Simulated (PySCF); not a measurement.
**Bond length, frequency and bond energy of InF by level of theory**

State: ¹Σ⁺ (singlet), closed shell. Set-up: basis In x2c-SVPall, F x2c-SVPall; spin-free X2C with a Gaussian nucleus; PySCF 2.14. De refers to In + F in their high-spin ground configurations, without counterpoise correction. A positive dipole means In(−)F(+).

```json
{"Level": "RHF", "Re (Å)": "1.977", "ωe (cm⁻¹)": "592", "De (eV)": "3.57", "μ (D)": "-3.00"}
{"Level": "RHF-MP2", "Re (Å)": "1.983", "ωe (cm⁻¹)": "591", "De (eV)": "5.39", "μ (D)": "n/a"}
{"Level": "RHF-SCS-MP2", "Re (Å)": "1.986", "ωe (cm⁻¹)": "587", "De (eV)": "5.22", "μ (D)": "n/a"}
{"Level": "RHF-CCSD", "Re (Å)": "1.986", "ωe (cm⁻¹)": "586", "De (eV)": "4.99", "μ (D)": "n/a"}
{"Level": "RHF-CCSD(T)", "Re (Å)": "1.988", "ωe (cm⁻¹)": "583", "De (eV)": "5.07", "μ (D)": "n/a"}
{"Level": "LDA", "Re (Å)": "1.968", "ωe (cm⁻¹)": "594", "De (eV)": "6.57", "μ (D)": "-2.40"}
{"Level": "PBE", "Re (Å)": "2.002", "ωe (cm⁻¹)": "558", "De (eV)": "5.77", "μ (D)": "-2.53"}
{"Level": "r²SCAN", "Re (Å)": "1.984", "ωe (cm⁻¹)": "581", "De (eV)": "5.51", "μ (D)": "-2.59"}
{"Level": "PBE0", "Re (Å)": "1.983", "ωe (cm⁻¹)": "581", "De (eV)": "5.35", "μ (D)": "-2.75"}
{"Level": "r²SCAN0", "Re (Å)": "1.973", "ωe (cm⁻¹)": "594", "De (eV)": "5.17", "μ (D)": "-2.76"}
{"Level": "M06-2X", "Re (Å)": "1.984", "ωe (cm⁻¹)": "585", "De (eV)": "5.23", "μ (D)": "-3.05"}
```

The bond length runs from 1.968 Å (LDA) to 2.002 Å (PBE). De spans 3.57 eV (RHF, mean field) to 6.57 eV (LDA, local density). Correlation at CCSD(T) changes the Hartree–Fock bond energy by +1.50 eV; the triples alone change it by +0.08 eV.

Correlated steps freeze 19 core orbitals. Correlated levels converge slowly with the basis: in double zeta they bind strong bonds too weakly, by up to about 1 eV, and carry superposition errors of some tenths. These are scalar-relativistic numbers at best; spin–orbit coupling would shift them, the dissociation energy most. Where the molecule has an RHF reference, its open-shell atoms are computed with UHF.

The whole job (state search and all levels along the bond) took about 1.1 min on 1 thread of Intel Xeon 6975P-C (shared host), peak memory 0.52 GiB.
